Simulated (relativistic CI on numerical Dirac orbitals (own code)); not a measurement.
Zn³⁺ (3d9) in a crystal field

Calculated by Dirac-Coulomb-Breit CI, KLI orbitals optimised for each configuration, model QED (radiative potential, 1s self-energy scaled to tabulated hydrogen-like ionisation energies), valence Slater integrals scaled by 0.85, one configuration in a parametric crystal field (own radial code).

Field parameters in Wybourne normalisation: D3d B²₀ = −7Dσ, B⁴₀ = −14Dq − 21Dτ, B⁴₃ = −14√(10/7) Dq; D4h B²₀ = −7Ds, B⁴₀ = 21(Dq − Dt), B⁴₄ = 21√(5/14) Dq; Oh B⁴₀ = 21Dq, B⁴₄ = √(5/14) B⁴₀; Td as Oh with Dq negative (B⁴₀ = 21Dq, B⁴₄ = √(5/14) B⁴₀). The field is a parameter set, without covalency.

S is read from ⟨S²⟩ = S(S + 1).

Powder χT (cm³ K mol⁻¹) by Van Vleck's formula, with temperature-independent terms:

| Field | 2 K | 5 K | 10 K | 20 K | 50 K | 100 K | 200 K | 300 K |
| --- | --- | --- | --- | --- | --- | --- | --- | --- |
| D3d, 10Dq = 18950, Dσ = -270, Dτ = 240 cm⁻¹ | 0.197 | 0.206 | 0.222 | 0.252 | 0.338 | 0.419 | 0.464 | 0.477 |
| D3d, 10Dq = 25650, Dσ = -990, Dτ = 450 cm⁻¹ | 0.217 | 0.222 | 0.23 | 0.247 | 0.296 | 0.366 | 0.435 | 0.456 |
| D4h, 10Dq = 14400, Ds = -1000, Dt = 610 cm⁻¹ | 0.544 | 0.545 | 0.545 | 0.546 | 0.55 | 0.556 | 0.568 | 0.58 |
| D4h, 10Dq = 23300, Ds = 2150, Dt = 40 cm⁻¹ | 0.441 | 0.441 | 0.441 | 0.442 | 0.443 | 0.445 | 0.449 | 0.453 |
| D4h, 10Dq = 31650, Ds = -1100, Dt = -160 cm⁻¹ | 0.423 | 0.423 | 0.423 | 0.424 | 0.425 | 0.426 | 0.429 | 0.432 |
| Oh, 10Dq = 22100 cm⁻¹ | 0.451 | 0.451 | 0.451 | 0.452 | 0.453 | 0.455 | 0.46 | 0.465 |
| Td, 10Dq = -9000 cm⁻¹ | 0.377 | 0.38 | 0.385 | 0.395 | 0.423 | 0.471 | 0.567 | 0.661 |
| Td, 10Dq = -14400 cm⁻¹ | 0.377 | 0.38 | 0.384 | 0.392 | 0.418 | 0.46 | 0.544 | 0.627 |

(1) For D3d, 10Dq = 18950, Dσ = -270, Dτ = 240 cm⁻¹: what effective moment follows at 300 K?

Results:

(1) μ_eff = √(8χT) = 1.95 μB. The ground level has S = 0.50; the spin-only moment for S = 1/2 is 1.73 μB. The difference comes from the orbital moment, spin-orbit mixing of terms and temperature-independent paramagnetism, all larger in this ionic model than in covalent complexes.
